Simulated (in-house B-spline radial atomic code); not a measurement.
## RPA and G0W0 on LDA VWN5: Hg II (Hg+)

Configuration [Xe] 4f14 5d10 6s1, highest spin, mean-field start LDA VWN5. Computed with an all-electron radial atomic-structure program (B-spline basis): all electrons, scalar-relativistic (spin-free one-electron X2C), finite nucleus, each spin shell either full or empty, empty states to l = 9 with an (l + 1/2)⁻⁴ tail; G0W0 by contour deformation at full frequency.

Without the two-electron picture change, the correlation of inner shells comes somewhat too large for so heavy an element.

RPA overbinds a lone outer s electron by self-correlation, and G0W0 tends to as well.

Command:
```bash
python run_gw.py task.json out
```
Settings (radii: box in bohr, nucleus in fm):
```
Z                        80
electrons                79
configuration            [Xe] 4f14 5d10 6s1
hamiltonian              x2c
method                   lda,vwn
lmax                     9
rms_radius               5.4648
spin_polarised           True
box_radius               23.78
intervals                70
ion_configuration        [Xe] 4f14 5d10
```

Run time, properties included: 24 s on 1 thread of Arm Neoverse N1, on a shared host.

Energies (hartree):

```json
{"term": "mean-field total", "value": "-19613.73714"}
{"term": "Hartree-Fock functional on these orbitals", "value": "-19619.73372"}
{"term": "direct second order", "value": "-8.2671"}
{"term": "second-order exchange", "value": "2.0446"}
{"term": "SOSEX correction", "value": "1.9042"}
```

Question: What is the RPA correlation energy, and what remains with SOSEX?

Answer: RPA gives -7.1566 hartree (-2.47 eV per electron); RPA + SOSEX gives -5.2524, and the second-order doubles -6.2225 hartree (no singles). SOSEX takes back 27 % of the RPA value.

Quasi-particle levels (eV):

```csv
level,occupied,mean field,Σx - vxc,Σc,QP weight,G0W0
6s up,yes,-15.387,-2.38,?,?,?
6s down,no,-14.675,6.79,-2.99,0.911,-10.872
```

G0W0 = mean field + (Σx - vxc) + Σc, with Σc (partial-wave tail included) taken at the quasi-particle energy. Only the outer levels were computed. Levels of low weight are left out.

Question: Where does G0W0 put 6s up?

Answer: At -19.371 eV, with Σc = -1.60 eV and a quasi-particle weight of 0.899. The tabulated removal energy is 18.757 eV (NIST, measured); the calculation leaves out spin-orbit coupling, Breit and QED terms, and what these don't explain is the method's own error.

Question: What does it cost to remove one electron (to [Xe] 4f14 5d10) by differences of total energies, each species on its own start (correlation terms add to the Hartree-Fock functional)?

Answer: LDA VWN5 19.530 eV, Hartree-Fock functional 17.052 eV, + RPA 19.278 eV, + RPA + SOSEX 18.522 eV, + second order 20.090 eV. Tabulated: 18.757 eV (NIST, measured); the calculation leaves out spin-orbit coupling, Breit and QED terms, and what these don't explain is the method's own error.
